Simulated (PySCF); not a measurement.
# TDDFT excited states: CH8SSi2

Species: CH8SSi2.
SMILES: `[SiH3]S[SiH2]C`

Method used: TDDFT wB97X-D/def2-SVPD, vertical, gas phase, core orbitals frozen in the response (PySCF). Isolated species at its PBE0-D3(BJ)/def2-SVP geometry (one conformer only). Torsions of this conformer, `[CH3:1][SiH2:2][S:3][SiH3:4]`: C1–Si2–S3–Si4 180°.

```json
{"state": "S1", "E (eV)": "6.23", "λ (nm)": "199.1", "ν̃ (cm⁻¹)": "50220", "f": "0.022", "main configurations (H = HOMO, L = LUMO)": "H→L (95%)"}
{"state": "S2", "E (eV)": "6.34", "λ (nm)": "195.4", "ν̃ (cm⁻¹)": "51170", "f": "0.0003", "main configurations (H = HOMO, L = LUMO)": "H→L+1 (83%)"}
{"state": "S3", "E (eV)": "6.56", "λ (nm)": "188.9", "ν̃ (cm⁻¹)": "52940", "f": "0.0005", "main configurations (H = HOMO, L = LUMO)": "H→L+2 (61%), H→L+3 (28%)"}
{"state": "S4", "E (eV)": "7.42", "λ (nm)": "167.0", "ν̃ (cm⁻¹)": "59870", "f": "0.027", "main configurations (H = HOMO, L = LUMO)": "H→L+5 (68%), H→L+6 (8%)"}
{"state": "S5", "E (eV)": "7.43", "λ (nm)": "166.8", "ν̃ (cm⁻¹)": "59960", "f": "0.0053", "main configurations (H = HOMO, L = LUMO)": "H→L+3 (50%), H→L+2 (28%)"}
{"state": "S6", "E (eV)": "7.75", "λ (nm)": "160.0", "ν̃ (cm⁻¹)": "62500", "f": "0.075", "main configurations (H = HOMO, L = LUMO)": "H-1→L (83%)"}
{"state": "S7", "E (eV)": "7.95", "λ (nm)": "156.0", "ν̃ (cm⁻¹)": "64110", "f": "0.022", "main configurations (H = HOMO, L = LUMO)": "H→L+4 (79%)"}
{"state": "S8", "E (eV)": "8.02", "λ (nm)": "154.6", "ν̃ (cm⁻¹)": "64680", "f": "0.038", "main configurations (H = HOMO, L = LUMO)": "H-1→L+1 (64%), H-2→L (10%)"}
{"state": "S9", "E (eV)": "8.17", "λ (nm)": "151.7", "ν̃ (cm⁻¹)": "65910", "f": "0.036", "main configurations (H = HOMO, L = LUMO)": "H-1→L+2 (31%), H-2→L (25%), H-1→L+3 (16%)"}
{"state": "S10", "E (eV)": "8.19", "λ (nm)": "151.4", "ν̃ (cm⁻¹)": "66050", "f": "0.0011", "main configurations (H = HOMO, L = LUMO)": "H→L+7 (73%), H-3→L (9%)"}
```

Triplets, Tamm–Dancoff:

```csv
state,E (eV),λ (nm),"main configurations (H = HOMO, L = LUMO)"
T1,5.86,211.4,H→L (92%)
T2,6.11,203.0,"H→L+1 (68%), H→L+2 (8%)"
T3,6.42,193.0,"H→L+2 (52%), H→L+3 (25%), H→L+1 (14%)"
T4,7.01,176.9,"H→L+5 (75%), H→L+6 (11%)"
```

The lowest singlet lies at 6.23 eV (199 nm, vacuum ultraviolet) and is weak; its leading configuration is HOMO→LUMO (95%). The strongest level in the table is S6 at 7.75 eV (160 nm, f = 0.075). Löwdin shares by element: HOMO sulfur 69%, silicon 19%; LUMO silicon 36%, sulfur 29%, hydrogen 8% or more (atoms not listed hold the other 27%). Orbital energies (eV): HOMO-3 -11.50, HOMO-2 -10.99, HOMO-1 -10.57, HOMO -9.15, LUMO 1.60, LUMO+1 1.68, LUMO+2 2.00. Weighted by f, the mean energy of these states is 7.69 eV. Of the 10 states listed, 6 reach f = 0.01 and 2 stay under 0.0005. The vertical ionisation energy (ΔSCF) is 9.41 eV, 1.22 eV above S10. Only the lowest 10 singlets were computed, as vertical energies without vibronic structure.
